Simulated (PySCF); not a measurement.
# Circular dichroism: SMILES C[C@@H]1[Se]C[C@@H]1C=O, C5H8OSe

Cartesian coordinates in Å; atom numbers follow the order of the lines, from 1:
```xyz
15

C     1.7950    0.2161    0.5344
C     0.4905   -0.5389    0.6133
Se    0.1715   -1.9889   -0.7437
C    -1.5146   -0.9857   -0.4569
C    -0.8028    0.1958    0.2093
C    -0.5171    1.2584   -0.8142
O    -0.6851    2.4330   -0.6618
H     2.6196   -0.4300    0.8304
H     1.7642    1.0737    1.2058
H     1.9856    0.5773   -0.4736
H     0.3674   -1.0012    1.5965
H    -2.0514   -0.7555   -1.3756
H    -2.1600   -1.5327    0.2284
H    -1.3356    0.6416    1.0543
H    -0.1316    0.8451   -1.7684
```

Level of theory: TDDFT B3LYP/def2-SVPD circular dichroism and optical rotation, one conformer, gas phase (PySCF). Geometry: GFN2-xTB.

The molecule is flexible and this is one conformer; a measurement averages over conformers. The calculation is non-relativistic, which matters for the atoms heavier than Zn. States above about 6.2 eV (minus the energy of the highest occupied orbital) lie near or above the ionisation threshold and depend on the basis.

**Question.** What are the CIP labels of the stereocentres?

**Answer.** C2 S, C5 S.

**Question.** List the lowest 12 singlet excitations with oscillator and rotatory strengths.

**Answer.** Rotatory strengths R in 10⁻⁴⁰ esu² cm², velocity form and length form (origin at the centre of mass); f in length form.
| state | E (eV) | λ (nm) | f | R (velocity) | R (length) | main |
| --- | --- | --- | --- | --- | --- | --- |
| 1 | 3.51 | 353 | 0.0007 | +0.7 | +0.6 | HOMO→LUMO 0.93 |
| 2 | 4.05 | 306 | 0.0006 | +18.0 | +18.7 | HOMO→LUMO+1 0.64, HOMO−1→LUMO 0.26 |
| 3 | 4.54 | 273 | 0.002 | -19.1 | -19.4 | HOMO−1→LUMO 0.47, HOMO→LUMO+1 0.31 |
| 4 | 5.33 | 232 | 0.025 | +7.2 | +6.9 | HOMO→LUMO+2 0.93 |
| 5 | 5.45 | 227 | 0.004 | +0.5 | +0.6 | HOMO−1→LUMO+1 0.70, HOMO−1→LUMO 0.26 |
| 6 | 5.56 | 223 | 0.026 | +5.8 | +5.7 | HOMO→LUMO+3 0.93 |
| 7 | 5.80 | 214 | 0.014 | -18.3 | -18.4 | HOMO−2→LUMO 0.94 |
| 8 | 6.11 | 203 | 0.022 | +14.3 | +13.7 | HOMO→LUMO+4 0.94 |
| 9 | 6.27 | 198 | 0.002 | -8.9 | -7.5 | HOMO→LUMO+5 0.92 |
| 10 | 6.47 | 192 | 0.031 | -13.6 | -13.2 | HOMO−2→LUMO+1 0.91 |
| 11 | 6.64 | 187 | 0.003 | +3.2 | +3.2 | HOMO−3→LUMO 0.85 |
| 12 | 6.83 | 182 | 0.018 | +2.6 | +2.8 | HOMO−1→LUMO+2 0.73, HOMO→LUMO+6 0.09 |

Among the states computed, the strongest CD band (largest |R|) is state 3. The largest dissymmetry factor in size, g = 4R/(D+G), with D and G the electric and magnetic dipole strengths, is +0.21 for state 2 (velocity form, f = 0.0005), among bands with |R| over 0.5. The mirror image has the same energies and oscillator strengths and all R with the opposite sign.
